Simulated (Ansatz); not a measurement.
Process, species as SMILES: [SeH] (SeH) → H atom + Se atom
B3LYP-D3(BJ)/def2-TZVP geometries, fixed; electronic energies without zero-point terms.
Largest species:
```
Se
H 1 1.4749
```
Charge 0, spin multiplicity 2.

Basis-set convergence of the atomisation energy at CCSD(T) with Ansatz (an electronic-structure program). All functions are spherical. Cores are frozen (with 3d on Ga to Br). Open shells are unrestricted. No added dispersion term, no relativity. Functions are those of the species that has most. Reference: Hartree-Fock in aug-cc-pVQZ plus the correlation part extrapolated as X^-3 from aug-cc-pVTZ and aug-cc-pVQZ, 78.00 kcal/mol, itself unsure by roughly 0.31 kcal/mol (a third of the extrapolation step and of the last Hartree-Fock step). Deviations are taken from unrounded values.

```tsv
basis	functions	atomisation energy (kcal/mol)
cc-pVDZ	32	70.89
aug-cc-pVDZ	45	72.67
pcseg-1	32	70.10
aug-pcseg-1	45	71.58
def2-SVP	37	71.34
def2-SVPD	49	72.86
def2-TZVP	54	73.37
def2-TZVPD	66	74.03
cc-pVTZ	57	75.24
aug-cc-pVTZ	82	76.08
pcseg-2	57	75.02
aug-pcseg-2	82	75.60
def2-TZVPP	62	75.56
def2-TZVPPD	74	75.90
cc-pVQZ	98	76.98
aug-cc-pVQZ	139	77.27
pcseg-3	101	76.84
aug-pcseg-3	142	76.94
def2-QZVPP	119	77.00
def2-QZVPPD	131	77.11
```

What the diffuse functions change, pair by pair:
- cc-pVDZ to aug-cc-pVDZ: 13 more functions, deviation -7.11 to -5.33 kcal/mol
- pcseg-1 to aug-pcseg-1: 13 more functions, deviation -7.89 to -6.41 kcal/mol
- def2-SVP to def2-SVPD: 12 more functions, deviation -6.66 to -5.14 kcal/mol
- def2-TZVP to def2-TZVPD: 12 more functions, deviation -4.62 to -3.97 kcal/mol
- cc-pVTZ to aug-cc-pVTZ: 25 more functions, deviation -2.76 to -1.92 kcal/mol
- pcseg-2 to aug-pcseg-2: 25 more functions, deviation -2.98 to -2.39 kcal/mol
- def2-TZVPP to def2-TZVPPD: 12 more functions, deviation -2.43 to -2.09 kcal/mol
- cc-pVQZ to aug-cc-pVQZ: 41 more functions, deviation -1.02 to -0.73 kcal/mol
- pcseg-3 to aug-pcseg-3: 41 more functions, deviation -1.15 to -1.06 kcal/mol
- def2-QZVPP to def2-QZVPPD: 12 more functions, deviation -1.00 to -0.89 kcal/mol

Leaving out the reference's own pair, they bring the value nearer the reference by more than 0.31 kcal/mol in 7 of 9 pairs.
